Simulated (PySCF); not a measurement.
PySCF job for C3H3, SMILES c1[cH+]c1, charge +1, PBE-D3(BJ)/def2-TZVP. The structure is a stationary point at PBE-D3(BJ)/def2-TZVP.

```python
import numpy as np
from pyscf import gto, scf, dft, df
from pyscf.hessian import thermo

mol = gto.M(
    atom='''
    C     0.78952815    0.00000000    0.00000000
    C    -0.39476407    0.68375143    0.00000000
    C    -0.39476407   -0.68375143    0.00000000
    H     1.87936605    0.00000000    0.00000000
    H    -0.93968302    1.62757874    0.00000000
    H    -0.93968302   -1.62757874    0.00000000
    ''',
    basis='def2-TZVP',
    charge=1,
    spin=0,
    max_memory=1600,
    verbose=3,
)
mf = dft.RKS(mol, xc='pbe').density_fit(auxbasis='def2-universal-jkfit')
mf.disp = 'd3bj'
mf.grids.level = 3
mf.conv_tol = 1e-11
mf.max_cycle = 100
mf.kernel()

# analytic Hessian; the response equations are solved on a coarser grid
h, args, fine = mf.Hessian(), (mf.mo_energy, mf.mo_coeff, mf.mo_occ), mf.grids
h.max_memory = max(150, 2.5e-5 * df.make_auxmol(mol, mf.with_df.auxbasis).nao * mol.nelec[0] * (mol.nelec[0] + mol.nao))  # MB; small integral blocks
h1ao = h.make_h1(mf.mo_coeff, mf.mo_occ)
mf.grids = dft.Grids(mol).set(level=1).build(with_non0tab=True)
mo1, mo_e1 = h.solve_mo1(*args, h1ao)
mf.grids = fine
hess = h.hess_elec(*args, mo1, mo_e1, h1ao) + h.hess_nuc()
if mf.do_disp():
    hess += h.get_dispersion()
for i in range(mol.natm):  # the analytic DFT Hessian lacks the response of the grid: restore translational invariance
    hess[i, i] -= hess[i].sum(axis=0)
hess = (hess + hess.transpose(1, 0, 3, 2)) / 2
vib = thermo.harmonic_analysis(mol, hess, imaginary_freq=False)
thermo.dump_normal_mode(mol, vib)
th = thermo.thermo(mf, vib['freq_au'][vib['freq_au'] > 0], 298.15, 101325)
thermo.dump_thermo(mol, th)
g0 = mf.nuc_grad_method().set(verbose=0).kernel()

# dipole derivatives [dipole axis, atom, xyz] from the same response
r, irp = mol.intor('int1e_r'), mol.intor('int1e_irp').reshape(3, 3, mol.nao, mol.nao)
sl, dm0, ok = mol.aoslice_by_atom(), np.array(mf.make_rdm1()), []
dmu = np.einsum('a,xt->xat', mol.atom_charges(), np.eye(3))
for a, (_, _, p0, p1) in enumerate(sl):
    dmu[:, a] += 2 * np.einsum('xtij,ij->xt', irp[:, :, :, p0:p1], dm0.reshape(-1, mol.nao, mol.nao).sum(0)[:, p0:p1])
    for u, c, occ, f in [(mo1, mf.mo_coeff, mf.mo_occ, 4)]:
        dmu[:, a] -= f * np.einsum('tui,xuv,vi->xt', u[a], r, c[:, occ > 0], optimize=True)
L = vib['norm_mode']
ir = 974.8801 * (np.einsum('xat,kat->kx', dmu, L) ** 2).sum(1)       # km/mol
apt = np.einsum('xax->a', dmu) / 3

# polarisability derivatives from nuclear gradients in small electric fields
h0, F = mf.get_hcore(), 0.005
def in_field(f, guess):
    m = mf.copy()
    m.verbose, m.conv_tol, m.conv_tol_grad = 0, 1e-11, 2e-7
    m.get_hcore = lambda *a: h0 + np.einsum('x,xij->ij', f, r)
    m.kernel(guess)
    ok.append(m.converged)
    dm = np.array(m.make_rdm1())
    g = m.nuc_grad_method().kernel() - np.outer(mol.atom_charges(), f)
    for a, (_, _, p0, p1) in enumerate(sl):
        g[a] -= 2 * np.einsum('x,xtij,ij->t', f, irp[:, :, :, p0:p1], dm[:, p0:p1])
    return g, -np.einsum('xij,ij->x', r, dm), dm
E = np.eye(3) * F
g0, _, dm0 = in_field(np.zeros(3), dm0)
gp = [in_field(e, dm0) for e in E]
gm = [in_field(-e, 2 * dm0 - p[2]) for e, p in zip(E, gp)]
alpha = np.array([(p[1] - q[1]) / (2 * F) for p, q in zip(gp, gm)])  # bohr^3
check = abs(np.array([-(p[0] - q[0]) / (2 * F) for p, q in zip(gp, gm)]) - dmu).max()
print('static polarisability / bohr^3:', alpha.round(3))
print('largest difference of analytic and finite-field dipole derivatives / e:', check)
da = np.zeros((3, 3, mol.natm, 3))
for x in range(3):
    da[x, x] = -(gp[x][0] + gm[x][0] - 2 * g0) / F**2
for x, y in ((0, 1), (0, 2), (1, 2)):
    up, down = in_field(E[x] + E[y], gp[x][2] + gp[y][2] - dm0), in_field(-E[x] - E[y], gm[x][2] + gm[y][2] - dm0)
    both = -(up[0] + down[0] - 2 * g0) / F**2
    da[x, y] = da[y, x] = (both - da[x, x] - da[y, y]) / 2
aq = np.einsum('xyat,kat->kxy', da, L) * 0.529177210903**2           # A^2/amu^1/2
a = np.einsum('kxx->k', aq) / 3
g2 = 1.5 * (aq**2).sum((1, 2)) - 4.5 * a**2
raman, depol = 45 * a**2 + 7 * g2, 3 * g2 / (45 * a**2 + 4 * g2 + 1e-12)
print('mode   freq/cm-1   IR/(km/mol)   Raman/(A^4/amu)   depolarisation')
for k, w in enumerate(vib['freq_wavenumber']):
    print(f'{k + 1:4d} {w:11.2f} {ir[k]:13.3f} {raman[k]:17.3f} {depol[k]:16.3f}')
print('max |gradient| / (hartree/bohr):', abs(g0).max())
print('APT charges:', apt.round(4))
```

Log of the run:

```
converged SCF energy = -115.617696649165

WARN: DFTD3 does not support analytical Hessian, using finite difference


WARN: Mole.unit (angstrom) is changed to Bohr

Mode                                 0                   1                   2
Irrep
Freq [cm^-1]                      747.2902            904.8068            904.8093
Reduced mass [au]                   1.0850              1.0764              1.0764
Force const [Dyne/A]                0.3570              0.5192              0.5192
Char temp [K]                    1075.1842           1301.8155           1301.8191
Normal mode                   x     y     z       x     y     z       x     y     z
       0   C                 0.00  0.00 -0.05    0.01  0.00 -0.00    0.06 -0.00 -0.00
       1   C                 0.00 -0.00 -0.05    0.03 -0.05  0.00    0.01 -0.02  0.00
       2   C                -0.00 -0.00 -0.05   -0.02 -0.04  0.00    0.02  0.04 -0.00
       3   H                 0.00  0.00  0.55    0.01  0.77  0.00    0.07 -0.15  0.00
       4   H                 0.00  0.00  0.55    0.26  0.07 -0.00   -0.63 -0.39 -0.00
       5   H                -0.00  0.00  0.55   -0.47  0.21 -0.00   -0.49  0.34  0.00
Mode                                 3                   4                   5
Irrep
Freq [cm^-1]                      990.4352            990.4358            997.3562
Reduced mass [au]                   1.4302              1.4302              1.4302
Force const [Dyne/A]                0.8266              0.8266              0.8382
Char temp [K]                    1425.0157           1425.0166           1434.9736
Normal mode                   x     y     z       x     y     z       x     y     z
       0   C                 0.00 -0.00 -0.00   -0.00  0.00  0.13    0.00 -0.09  0.00
       1   C                 0.00  0.00 -0.12   -0.00 -0.00 -0.07    0.08  0.05 -0.00
       2   C                -0.00  0.00  0.12    0.00 -0.00 -0.07   -0.08  0.05 -0.00
       3   H                 0.00  0.00  0.00   -0.00 -0.00 -0.67    0.00  0.47 -0.00
       4   H                -0.00 -0.00  0.58    0.00  0.00  0.34   -0.41 -0.24  0.00
       5   H                 0.00 -0.00 -0.58   -0.00  0.00  0.33    0.41 -0.24  0.00
Mode                                 6                   7                   8
Irrep
Freq [cm^-1]                     1293.3163           1293.3186           1624.8501
Reduced mass [au]                   6.2936              6.2936              4.6123
Force const [Dyne/A]                6.2024              6.2024              7.1745
Char temp [K]                    1860.7942           1860.7975           2337.7975
Normal mode                   x     y     z       x     y     z       x     y     z
       0   C                 0.14  0.02  0.00   -0.01  0.17 -0.00   -0.15 -0.00 -0.00
       1   C                -0.08 -0.14  0.00    0.15 -0.05  0.00    0.08 -0.13  0.00
       2   C                -0.11  0.13 -0.00   -0.13 -0.08  0.00    0.08  0.13 -0.00
       3   H                 0.17 -0.02 -0.00   -0.02 -0.16  0.00   -0.22 -0.00  0.00
       4   H                 0.16 -0.02 -0.00   -0.01 -0.17 -0.00    0.11 -0.19 -0.00
       5   H                 0.16 -0.01  0.00   -0.02 -0.17 -0.00    0.11  0.19  0.00
Mode                                 9                  10                  11
Irrep
Freq [cm^-1]                     3168.8879           3168.8910           3215.0911
Reduced mass [au]                   1.1000              1.1000              1.1648
Force const [Dyne/A]                6.5079              6.5079              7.0940
Char temp [K]                    4559.3242           4559.3286           4625.8003
Normal mode                   x     y     z       x     y     z       x     y     z
       0   C                -0.00  0.01 -0.00    0.07  0.00 -0.00    0.06  0.00 -0.00
       1   C                 0.03 -0.05 -0.00    0.01 -0.03 -0.00   -0.03  0.06  0.00
       2   C                -0.03 -0.05 -0.00    0.01  0.03  0.00   -0.03 -0.06 -0.00
       3   H                 0.00  0.00  0.00   -0.78  0.00  0.00   -0.53 -0.00  0.00
       4   H                -0.33  0.58  0.00   -0.20  0.34  0.00    0.27 -0.46 -0.00
       5   H                 0.34  0.58  0.00   -0.19 -0.33 -0.00    0.27  0.46  0.00
temperature 298.1500 [K]
pressure 101325.00 [Pa]
Rotational constants [GHz] 30.49765 30.49765 15.24883
Symmetry number 6
Zero-point energy (ZPE) 0.04397 [Eh]   115436.576 [J/mol]
                           tot       elec      trans        rot        vib
Entropy [J/mol/K]       229.662      0.000    154.455     71.522      3.685
Cv [J/mol/K]             38.480      0.000     12.472     12.472     13.537
Cp [J/mol/K]             46.795      0.000     20.786     12.472     13.537
Internal energy [J/mol]                      3718.434   3718.434 116331.039
Internal energy [Eh]   -115.57056  -115.61770
Enthalpy [J/mol]                             6197.391   3718.434 116331.039
Enthalpy [Eh]          -115.56961
Gibbs free energy [J/mol]                  -39853.320 -17605.961 115232.285
Gibbs free energy [Eh] -115.59569
static polarisability / bohr^3: [[27.231  0.     0.   ]
 [-0.    27.231  0.   ]
 [-0.     0.    15.248]]
largest difference of analytic and finite-field dipole derivatives / e: 0.00021772580140694275
mode   freq/cm-1   IR/(km/mol)   Raman/(A^4/amu)   depolarisation
   1      747.29        70.455             0.000            0.750
   2      904.81        34.363             4.704            0.750
   3      904.81        34.364             4.700            0.750
   4      990.44         0.000             0.183            0.750
   5      990.44         0.000             0.183            0.750
   6      997.36         0.000             0.000            0.734
   7     1293.32        44.363             3.557            0.750
   8     1293.32        44.364             3.554            0.750
   9     1624.85         0.000            58.848            0.045
  10     3168.89        90.996            32.245            0.750
  11     3168.89        90.999            32.232            0.750
  12     3215.09         0.000           116.886            0.076
max |gradient| / (hartree/bohr): 4.252476174160697e-05
APT charges: [0.1091 0.1092 0.1092 0.2242 0.2242 0.2242]
```

The calculation finished and met its thresholds.

Cost: roughly 60 core-seconds.
